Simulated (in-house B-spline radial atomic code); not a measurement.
A fraction x of an electron is removed from 2p in F⁴⁺, starting from [He] 2s2 2p1 and keeping the highest spin. Level of theory: scalar-relativistic (X2C) B97-1, spin-polarised, spherical fractional occupations, Fermi nucleus of rms radius 2.8976 fm; calculated with a B-spline radial code for spherical atoms.

Caution: exact exchange at fractional occupations of open shells leaves self-interaction of up to several eV.

```
   x  E(x) - E(0) (eV)  2p up level (eV)
   0            0.0000           -99.925
0.04            4.0167          -100.913
0.23           23.6379          -105.634
0.35           36.4941          -108.639
 0.4           41.9575          -109.897
 0.5           53.0732          -112.420
0.61           65.5926          -115.207
0.66           71.3847          -116.478
0.77           84.3514          -119.282
   1          112.4641                 -
```

The exact functional would give a straight line between the two integer points. Deviations E(x) - E(0) - x[E(1) - E(0)], in eV: -0.482 at x = 0.04, -2.229 at x = 0.23, -2.868 at x = 0.35, -3.028 at x = 0.4, -3.159 at x = 0.5, -3.011 at x = 0.61, -2.842 at x = 0.66, -2.246 at x = 0.77.

The curve lies below the straight line by up to 3.159 eV (at x = 0.5): convex, the delocalisation error, to which spherically averaged exact exchange adds.

Q: How well does Slater's transition state (minus the level at half occupation) give the ionisation energy?

A: It gives 112.420 eV against 112.464 eV from the two total energies; NIST lists 114.25 eV, ground level to ground level. The end point has an open shell averaged over its orbitals, so its exact exchange keeps a self-interaction and this is no true integer point.
